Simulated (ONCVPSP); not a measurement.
Before and after: ONCV potential for C (Z = 6)

```json
{
 "Element": "carbon (C)",
 "Generator": "ONCVPSP 4.0.1",
 "Type": "optimised norm-conserving Vanderbilt (ONCV)",
 "Functional": "PBEsol",
 "Relativity": "scalar-relativistic",
 "Frozen core": "[He]",
 "Valence charge": "4",
 "Reference configuration": "2s1.5 2p2.5",
 "Partial waves": "2s: rc 0.95 bohr, ncon 3, nbas 6, qcut 5.8 1/bohr, local; 2p: rc 2.40 bohr, ncon 4, nbas 9, qcut 4.8 1/bohr, 2 projectors, debl 2.7 Ha; d scattering state at 0.25 Ha: rc 1.95 bohr, ncon 5, nbas 9, qcut 5.1 1/bohr, 2 projectors, debl 0.3 Ha",
 "Local potential": "the s channel",
 "Core correction": "Teter function fitted to the true core (icmod 2), fcfact 0.6"
}
```

All-electron outer shells of the reference configuration (PBEsol, scalar-relativistic, ld1.x):

```tsv
shell	level (eV)	outermost node (bohr)	outermost maximum (bohr)
1s	-272.53	–	0.18
2s	-13.88	0.38	1.22
2p	-5.46	–	1.20
```

Change: s: qcut 6.5.

Cutoffs: the cutoffs (Ha) at which the residual kinetic energy of the hardest occupied pseudo-wave falls to 1 and 0.1 mHa per electron; they do not see the model core or the augmentation charge, which bear on the density cutoff. Errors are all-electron minus pseudo energies relative to the spin-unpolarised reference configuration.

**Question.** What does the change do?

**Answer.** The potential gets softer (20 Ha and 80 Ha → 19 Ha and 43 Ha); the errors of the 4 common tests hardly move; neither file shows a bound ghost.

| quantity | base | changed |
| --- | --- | --- |
| cutoff, loose | 20 Ha | 19 Ha |
| cutoff, tight | 80 Ha | 43 Ha |
| loose cutoff by channel | s 20 Ha, p 9.0 Ha | s 19 Ha, p 9.0 Ha |
| bound ghosts | none | none |
| GHOST(+) flags under 300 eV | none | none |
| error for 2s2 2p2, meV [ΔE -4.21 eV] | -5.0 | -4.8 |
| error for 2s2 2p1, meV [ΔE 6.58 eV] | +139 | +138 |
| error for 2s2 2p0, meV [ΔE 30.60 eV] | +871 | +868 |
| error for 2s1 2p3, meV [ΔE 4.22 eV] | -4.8 | -4.8 |
| s: phases at 0.96 bohr within 0.05 rad from the reference energy up to (Ha; the scan ends near 5) | to the end of the scan | to the end of the scan |
| p: phases at 2.43 bohr within 0.05 rad from the reference energy up to (Ha; the scan ends near 5) | 0.7 | 0.7 |
| d: phases at 1.98 bohr within 0.05 rad from the reference energy up to (Ha; the scan ends near 5) | 4.7 | 4.7 |
| rms error of d²Exc/dni dnj with the model core, mHa | 1.11 | 1.12 |
